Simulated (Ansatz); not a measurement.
`OC(F)[SeH]` + `[OH][GeH3]` → `[OH][GeH2][SeH]` + `OCF`  (formal exchange of groups at the Se–C bond)

Isolated molecules relaxed with PBE0-D4/def2-TZVP in Ansatz; ΔE leaves out vibrations. CCSD(T)/CBS adds triple-zeta CCSD(T) − MP2 to the extrapolated MP2 energy (def2 sets, frozen cores). Functionals use def2-TZVPP. B3LYP here is the variant with VWN-RPA as its local correlation; programs differ in this. HSE06 is defined as in plane-wave codes. For Ge, Se outer-core shells are correlated without core-valence functions, which leaves a few kJ/mol of doubt a bond. Scalar relativity is left out up to krypton. One conformer a species, not always the lowest.

`OC(F)[SeH]`:

Z-matrix (Å, degrees):
```
C
F 1 1.369
Se 1 1.981 2 108.5
O 1 1.357 2 111.5 3 -121.6
H 1 1.089 2 108.0 3 119.7
H 3 1.467 1 94.0 2 34.6
H 4 0.965 1 108.9 2 66.8
```

`[OH][GeH3]`:

Cartesian coordinates in Å:
```
O 0.978 -0.278 0.921
Ge -0.408 -0.004 -0.166
H 1.793 0.098 0.583
H -1.586 -0.671 0.547
H -0.136 -0.654 -1.537
H -0.642 1.508 -0.348
```

`[OH][GeH2][SeH]`:

```xyz
7

O     1.580   -0.313    0.102
Ge   -0.157   -0.370    0.473
Se   -1.327    1.283   -0.724
H     1.929    0.581    0.141
H    -0.573   -1.787    0.071
H    -0.421   -0.044    1.953
H    -1.031    0.649   -2.015
```

`OCF`:

Cartesian coordinates in Å:
```
O 0.524 -0.016 -0.946
C 0.049 0.068 0.336
F -0.565 -1.110 0.716
H -0.216 -0.023 -1.560
H -0.699 0.859 0.463
H 0.907 0.223 0.992
```

| level | ΔE (kcal/mol) | difference from CCSD(T)/CBS |
| --- | --- | --- |
| LDA (SPW92) | -23.7 | 3.6 |
| PBE-D4 | -25.6 | 1.7 |
| revPBE-D4 | -25.0 | 2.3 |
| BLYP-D4 | -25.4 | 1.9 |
| B97M-V | -25.0 | 2.3 |
| PBE0-D4 | -27.3 | 0.0 |
| B3LYP-D4 | -26.8 | 0.5 |
| r2SCANh-D4 | -26.9 | 0.4 |
| r2SCAN0-D4 | -27.7 | -0.4 |
| HSE06-D4 | -27.3 | 0.0 |
| BHLYP-D4 | -28.7 | -1.4 |
| ωB97X-V | -26.4 | 0.9 |
| ωB97M-V | -26.5 | 0.8 |
| B2PLYP | -27.2 | 0.1 |
| PBE-QIDH | -28.1 | -0.8 |
| PBE | -25.6 | 1.7 |
| revPBE | -26.1 | 1.2 |
| BLYP | -25.7 | 1.6 |
| r2SCAN | -26.3 | 1.0 |
| PBE0 | -27.2 | 0.1 |
| B3LYP | -26.8 | 0.5 |
| r2SCANh | -26.9 | 0.4 |
| HSE06 | -27.3 | 0.0 |
| BHLYP | -28.3 | -1.0 |
| LC-ωPBE | -26.8 | 0.5 |
| RPA@PBE/def2-TZVPP | -25.6 | 1.7 |
| MP2/def2-SVP | -27.5 | -0.2 |
| CCSD/def2-SVP | -27.1 | 0.2 |
| CCSD(T)/def2-SVP | -26.5 | 0.8 |
| HF/def2-TZVPP | -30.2 | -2.9 |
| MP2/def2-TZVPP | -27.8 | -0.5 |
| SCS-MP2/def2-TZVPP | -27.4 | -0.1 |
| CCSD/def2-TZVPP | -27.5 | -0.2 |
| CCSD(T)/def2-TZVPP | -26.9 | 0.4 |
| HF/def2-QZVPP | -30.0 | -2.7 |
| MP2/def2-QZVPP | -28.0 | -0.7 |
| SCS-MP2/def2-QZVPP | -27.6 | -0.3 |
| HF/CBS(def2) | -30.0 | -2.7 |
| MP2/CBS(def2) | -28.3 | -1.0 |
| CCSD/CBS(def2) | -27.9 | -0.6 |
| CCSD(T)/CBS | -27.3 | 0 |

Largest T1 diagnostic among the species: 0.011.

In def2-TZVPP, CCSD(T) changes the Hartree–Fock value by +3.3 kcal/mol (the triples alone add +0.6 kcal/mol) and MP2 by +2.4 kcal/mol. From r2SCAN to r2SCAN0 (25 % exact exchange), in def2-TZVPP and without D4, ΔE moves by −1.4 kcal/mol.
